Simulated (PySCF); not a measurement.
Harmonic spectrum computed at PBE0 in the def2-TZVP basis family (core potentials from Rb on, PySCF, no spin–orbit coupling):

| symmetry | ω (cm⁻¹) | IR (km/mol, summed over degenerate members) |
| --- | --- | --- |
| e' | 84 | 41.2 |
| a2'' | 131 | 22.4 |
| a1' | 617 | 0.0 |
| e' | 652 | 89.6 |

**Question.** Which molecule gave it? In each, all ligands are bound to the one heavy central atom.
A. SF₃⁺ (singlet)
B. TeF₃⁺ (singlet)
C. GeF₃⁺ (singlet)
D. SeF₃⁺ (singlet)
E. PbF₃⁺ (singlet)

**Answer.** E. It has D3h symmetry with Pb–F 1.934 Å (×3).
